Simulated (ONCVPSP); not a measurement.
**Transferability test, ONCV potential for Cs**

| Property | Result |
| --- | --- |
| Element | Cs (Z = 55) |
| Generator | ONCVPSP 4.0.1 |
| Type | optimised norm-conserving Vanderbilt (ONCV) |
| Functional | LDA (Perdew-Wang 92) |
| Relativity | scalar-relativistic |
| Frozen core | [Kr] 4d10 |
| Valence charge | 9 |
| Reference configuration | 5s2 5p6 6s1 |
| Partial waves | 5s+6s: rc 2.70 bohr, ncon 4, nbas 8, qcut 4.5 1/bohr, 2 projectors; 5p: rc 3.40 bohr, ncon 4, nbas 7, qcut 4.9 1/bohr, 2 projectors, debl 3 Ha; d scattering state at 0.34 Ha: rc 3.00 bohr, ncon 5, nbas 9, qcut 3.1 1/bohr, 2 projectors, debl 0.8 Ha |
| Local potential | polynomial inside 2.40 bohr (lpopt 4, dvloc0 0 Ha) |
| Core correction | Teter function, fcfact 1.5, rcfact 1.2 |

In the d channel the program set the typed energies aside and used 0.050, 0.850 Ha.

Energies are relative to the spin-unpolarised reference configuration 5s2 5p6 6s1; without spin polarisation the order of configurations can differ from experiment.

```tsv
valence configuration	charge	ΔE all-electron (eV)	error AE − PS (meV)
5s2 5p6 6s0	+1	3.997	-0.2
5s2 5p5 6s1	+1	17.990	-25
```

(1) What are ΔE and the potential's error for 5s2 5p6 6s0.5?

(2) What are ΔE and the potential's error for 5s2 5p6 6s0 6p1?

Answers

(1) ΔE = 1.553 eV all-electron; the error (AE − PS) is -0.1 meV.

(2) ΔE = 1.474 eV all-electron; the error (AE − PS) is -1.3 meV.
